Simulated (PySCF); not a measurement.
C₂H₈Si. Atoms are numbered in the order given.

```xyz
11

Si     0.0000     0.0000    -0.5500
C      1.5525     0.0000     0.5124
C     -1.5525     0.0000     0.5124
H      0.0000     1.2076    -1.4373
H      0.0000    -1.2076    -1.4373
H      1.5877    -0.8906     1.1608
H      2.4626     0.0000    -0.1083
H      1.5877     0.8906     1.1608
H     -2.4626     0.0000    -0.1083
H     -1.5877    -0.8906     1.1608
H     -1.5877     0.8906     1.1608
```

The structure is a stationary point at r2SCAN-D4/def2-SVP. The isomer is the one that the SMILES or the coordinates give; other isomers of the formula were not compared.

These are r2SCAN-D4/def2-SVP (PySCF) values and carry that method's errors.

Frequencies are harmonic and unscaled.

Computed vibrational spectrum:
```csv
mode,ν (cm⁻¹),IR (km/mol),Raman (Å⁴/amu),depolarisation,moving atoms (share of kinetic energy)
1,163,0.0,0.0,–,H 98 %
2,181,0.0,0.1,0.75,H 91 %
3,204,0.5,1.9,0.74,"C 41 %, H 39 %, Si 20 %"
4,457,8.1,0.5,0.75,H 93 %
5,572,0.0,5.7,0.75,H 97 %
6,627,8.2,1.8,0.75,"H 91 %, C 8 %"
7,655,4.5,17.5,0.11,"C 58 %, H 24 %, Si 18 %"
8,725,16.3,8.4,0.75,"C 44 %, Si 31 %, H 25 %"
9,850,42.6,3.1,0.62,"H 67 %, C 25 %, Si 9 %"
10,872,81.2,0.9,0.75,"H 68 %, C 20 %, Si 11 %"
11,888,0.0,15.8,0.75,"H 85 %, C 15 %"
12,917,232.7,5.7,0.75,"H 79 %, Si 14 %"
13,954,94.6,18.2,0.75,H 95 %
14,1253,32.0,0.4,0.75,"H 78 %, C 22 %"
15,1259,12.7,0.8,0.37,"H 79 %, C 21 %"
16,1427,0.0,26.9,0.75,H 96 %
17,1428,2.0,0.0,–,H 96 %
18,1436,2.7,23.7,0.75,H 96 %
19,1440,10.0,0.3,0.75,H 96 %
20,2197,161.0,85.6,0.75,H 96 %
21,2200,119.6,171.2,0.08,H 98 %
22,3034,3.6,273.7,0.00,H 97 %
23,3034,5.5,0.1,0.75,H 97 %
24,3137,0.0,17.0,0.75,"H 91 %, C 9 %"
25,3138,10.1,136.4,0.75,"H 91 %, C 9 %"
26,3142,5.4,119.6,0.73,"H 91 %, C 9 %"
27,3143,2.9,63.6,0.75,"H 91 %, C 9 %"
```
